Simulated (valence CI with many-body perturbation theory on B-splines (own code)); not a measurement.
## Eu LIX: what the settings do

Computed by configuration interaction combined with many-body perturbation theory (CI+MBPT): three valence electrons over a frozen Dirac-Fock core [He], a basis of 6 s, 6 p, 5 d, 3 f, 1 g functions for each j, with the one-electron correlation potential Σ1, the two-electron term Σ2, the three-electron term Σ3, Breit, model QED; selected CI, second order for the rest, scaled by the run's own slope (own B-spline code, finite nucleus).

The last digits are not significant, and no measured levels were compared; by estimate large intervals hold to a few tenths of a per cent, small ones and those within an open d or f shell to about a per cent.

The reference run has the lowest level (2s^2 2p1/2) J=1/2 and an ionisation energy of 13043.7 eV. Its largest variational space holds 3557 state functions.

Levels are named by their leading jj configuration (3d3/2^4 stands for four electrons in 3d with j = 3/2), which in mixed levels can hold well under half, so a name can repeat and another be missing. Letters in brackets count levels of one name in rising energy.

Changed runs:
A. correlating orbitals by l 3 3 3 2 1 → 6 5 1 0 3
B. screening of Σ1 on → off; natural orbitals for correlation on → off
C. QED terms on → off
D. start configuration 2s2 2p1 → 2s2 2p2 (bad on purpose)

Excitation energies of the reference run in cm⁻¹, and shifts in cm⁻¹:

| Level | Reference | A | B | C |
| --- | --- | --- | --- | --- |
| (2s 2p1/2^2) J=1/2 | 1674230 | +141 | +886 | +84046 |
| (2s^2 2p3/2) J=3/2 | 5712080 | -25 | -824 | -7391 |
| (2s 2p1/2 2p3/2) J=3/2 [a] | 6881260 | -834 | -2899 | +74894 |
| (2s 2p1/2 2p3/2) J=5/2 | 7175510 | +185 | -586 | +74965 |
| (2s 2p1/2 2p3/2) J=1/2 | 7649900 | +781 | +1567 | +75428 |
| (2s 2p1/2 2p3/2) J=3/2 [b] | 7662310 | +1297 | +2428 | +75277 |
| (2p1/2^2 2p3/2) J=3/2 | 9422280 | +534 | +3340 | +157409 |
| (2s 2p3/2^2) J=5/2 | 12738400 | -232 | -2152 | +65891 |
| (2s 2p3/2^2) J=1/2 | 13456500 | +994 | +2082 | +66132 |
| (2s 2p3/2^2) J=3/2 | 13463700 | +1273 | +1967 | +66357 |
| (2p1/2 2p3/2^2) J=3/2 | 14816500 | -100 | -305 | +150454 |
| (2p1/2 2p3/2^2) J=5/2 | 14991100 | +857 | +2288 | +150448 |
| Ionisation energy (eV) | 13043.7 | -0.16 | -0.7 | +0.19 |

Run D: It gave no result: the electrons of core and valence do not add up to the charge. The program said: "core and valence hold 6 electrons, the ion has 5".
